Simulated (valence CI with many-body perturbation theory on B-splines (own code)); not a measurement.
## Zn25+: electric-dipole lines

Computed by valence CI with perturbative core correlation (CI+MBPT): three valence electrons over a frozen Dirac-Fock core [He], radial functions for each j: 11 s, 11 p, 10 d, 8 f, 5 g, 2 h, with the one-electron correlation potential Σ1 (screened to all orders), the two-electron term Σ2, the three-electron term Σ3, Breit, model QED; selected single and double excitations, second order for the rest, scaled by the run's own slope (own B-spline code, finite nucleus).

No measured spectrum was set against this ion. As an estimate, levels of excited configurations hold to 0.05 to 0.15 % of their energy, terms of the ground configuration to about 0.5 %.

Lines 101 to 150 of 577 in falling wavelength, among levels below 150.41 Ry, chosen from the strongest by gf and those to the six lowest levels. Wavelengths and rates use the calculated energies, so an error of 900 cm⁻¹ moves a line at 332.5 Å by 0.3 % and its rate by three times that or more. Electric multipoles are in the length gauge, E1 and E2 with the static RPA response of the core. Weak lines are less certain than strong ones. Lines between different terms over intervals too small for the method are left out, as are lines whose strength nearly cancels. The highest levels of a list are the least certain.

Levels are named by their leading jj configuration (3d3/2^4 stands for four electrons in 3d with j = 3/2), which in mixed levels can hold well under half, so a name can repeat and another be missing. Letters in brackets count levels of one name in rising energy.

```csv
λ vac (Å),Upper,Lower,A (s⁻¹),S (a.u.)
332.5,(2p1/2 2p3/2 3p3/2) J=5/2 [b],(2p1/2 2p3/2 3s) J=5/2,1.22e+09,1.32e-01
288.8,(2p3/2^2 3p3/2) J=3/2 [a],(2p3/2^2 3s) J=3/2,5.84e+09,2.78e-01
187.6,(2p1/2 2p3/2^2) J=5/2,(2s 2p3/2^2) J=3/2,3.82e+09,7.47e-02
163.2,(2p3/2^2 3p3/2) J=5/2,(2s 2p3/2 3p3/2) J=3/2 [b],5.40e+09,6.94e-02
158.5,(2p3/2^2 3d5/2) J=9/2,(2s 2p3/2 3d5/2) J=7/2 [b],4.14e+09,8.13e-02
155.1,(2p3/2^2 3p3/2) J=7/2,(2s 2p3/2 3p3/2) J=5/2 [b],7.69e+09,1.13e-01
149.4,(2p3/2^2 3s) J=5/2,(2s 2p3/2 3s) J=3/2 [b],8.88e+09,8.76e-02
144.0,(2p1/2 2p3/2 3d5/2) J=7/2 [a],(2s 2p3/2 3d5/2) J=9/2,5.22e+09,6.15e-02
138.3,(2p1/2 2p3/2^2) J=3/2,(2s 2p1/2 2p3/2) J=1/2,1.09e+10,5.71e-02
138.2,(2p1/2^2 3d5/2) J=5/2,(2s 2p1/2 3d5/2) J=7/2,8.46e+09,6.61e-02
133.3,(2p1/2 2p3/2 3d5/2) J=9/2,(2s 2p3/2 3d5/2) J=9/2,7.50e+09,8.77e-02
132.6,(2p1/2 2p3/2 3p3/2) J=7/2,(2s 2p3/2 3p3/2) J=7/2,8.63e+09,7.94e-02
128.1,(2p1/2 2p3/2 3s) J=5/2,(2s 2p3/2 3s) J=5/2,9.32e+09,5.80e-02
123.4,(2s 2p3/2^2) J=5/2,(2s^2 2p3/2) J=3/2,8.12e+09,4.51e-02
122.0,(2p1/2 2p3/2^2) J=5/2,(2s 2p3/2^2) J=5/2,1.50e+10,8.08e-02
120.7,(2p1/2 2p3/2^2) J=3/2,(2s 2p1/2 2p3/2) J=3/2 [b],8.11e+09,2.82e-02
119.3,(2p3/2^3) J=3/2,(2s 2p3/2^2) J=3/2,3.18e+10,1.07e-01
113.7,(2p3/2^2 3d5/2) J=5/2 [b],(2s 2p3/2 3d5/2) J=5/2 [b],1.34e+10,5.81e-02
112.7,(2p1/2 2p3/2^2) J=5/2,(2s 2p1/2 2p3/2) J=3/2 [b],7.20e+09,3.05e-02
112.7,(2p1/2^2 2p3/2) J=3/2,(2s 2p1/2 2p3/2) J=5/2,2.24e+10,6.33e-02
110.3,(2p1/2 2p3/2 3p3/2) J=7/2,(2s 2p1/2 3p3/2) J=5/2,8.75e+09,4.64e-02
109.4,(2p3/2^2 3d5/2) J=5/2 [b],(2s 2p3/2 3d5/2) J=7/2 [b],2.43e+10,9.41e-02
108.9,(2p3/2^2 3p1/2) J=1/2,(2s 2p3/2 3p1/2) J=3/2 [b],3.53e+10,4.51e-02
108.7,(2p3/2^2 3p3/2) J=3/2 [b],(2s 2p3/2 3p3/2) J=5/2 [b],2.62e+10,6.64e-02
108.6,(2p3/2^2 3d3/2) J=3/2 [b],(2s 2p3/2 3d3/2) J=5/2 [b],2.81e+10,7.10e-02
106.4,(2s 2p3/2 3d5/2) J=7/2 [b],(2s^2 3d5/2) J=5/2,1.81e+10,8.63e-02
105.5,(2s 2p3/2 4f7/2) J=7/2 [b],(2s^2 4f7/2) J=7/2,2.52e+10,1.17e-01
105.5,(2s 2p3/2 4f5/2) J=5/2 [b],(2s^2 4f5/2) J=5/2,2.60e+10,9.07e-02
105.1,(2p3/2^2 3s) J=3/2,(2s 2p3/2 3s) J=3/2 [a],1.85e+10,4.25e-02
105.1,(2s 2p3/2 4d5/2) J=7/2 [b],(2s^2 4d5/2) J=5/2,2.14e+10,9.78e-02
104.8,(2s 2p3/2 4p3/2) J=5/2 [b],(2s^2 4p3/2) J=3/2,2.74e+10,9.32e-02
104.6,(2s 2p3/2 4f7/2) J=9/2 [b],(2s^2 4f7/2) J=7/2,2.11e+10,1.19e-01
104.5,(2s 2p3/2 4f5/2) J=7/2 [b],(2s^2 4f5/2) J=5/2,1.97e+10,8.89e-02
104.5,(2s 2p3/2 4d3/2) J=3/2 [b],(2s^2 4d3/2) J=3/2,2.83e+10,6.36e-02
104.4,(2s 2p3/2 4d3/2) J=5/2 [b],(2s^2 4d3/2) J=3/2,2.14e+10,7.22e-02
104.3,(2s 2p3/2 3d3/2) J=5/2 [b],(2s^2 3d3/2) J=3/2,1.87e+10,6.27e-02
104.2,(2s 2p3/2 4d5/2) J=5/2 [b],(2s^2 4d5/2) J=5/2,2.98e+10,9.99e-02
104.2,(2s 2p3/2 3p3/2) J=5/2 [b],(2s^2 3p3/2) J=3/2,2.38e+10,7.99e-02
104.0,(2s 2p3/2 4p1/2) J=3/2 [b],(2s^2 4p1/2) J=1/2,2.79e+10,6.20e-02
103.9,(2s 2p3/2 4p3/2) J=3/2 [b],(2s^2 4p3/2) J=3/2,3.03e+10,6.71e-02
103.7,(2s 2p3/2 4f7/2) J=5/2 [b],(2s^2 4f7/2) J=7/2,2.93e+10,9.67e-02
103.7,(2s 2p3/2 4s) J=3/2 [b],(2s^2 4s) J=1/2,3.00e+10,6.61e-02
103.7,(2s 2p3/2 4f5/2) J=3/2 [b],(2s^2 4f5/2) J=5/2,3.07e+10,6.75e-02
103.7,(2s 2p1/2 2p3/2) J=3/2 [b],(2s^2 2p1/2) J=1/2,1.94e+10,4.27e-02
103.2,(2s 2p3/2 3d3/2) J=3/2 [b],(2s^2 3d3/2) J=3/2,2.87e+10,6.21e-02
103.0,(2s 2p3/2 4d5/2) J=3/2 [b],(2s^2 4d5/2) J=5/2,3.46e+10,7.46e-02
102.6,(2s 2p3/2 3d5/2) J=5/2 [b],(2s^2 3d5/2) J=5/2,3.13e+10,1.00e-01
102.6,(2p1/2^2 2p3/2) J=3/2,(2s 2p1/2 2p3/2) J=3/2 [a],1.61e+10,3.44e-02
102.4,(2s 2p3/2 3s) J=3/2 [b],(2s^2 3s) J=1/2,2.22e+10,4.71e-02
102.2,(2s 2p3/2 3p3/2) J=3/2 [b],(2s^2 3p3/2) J=3/2,2.97e+10,6.27e-02
```
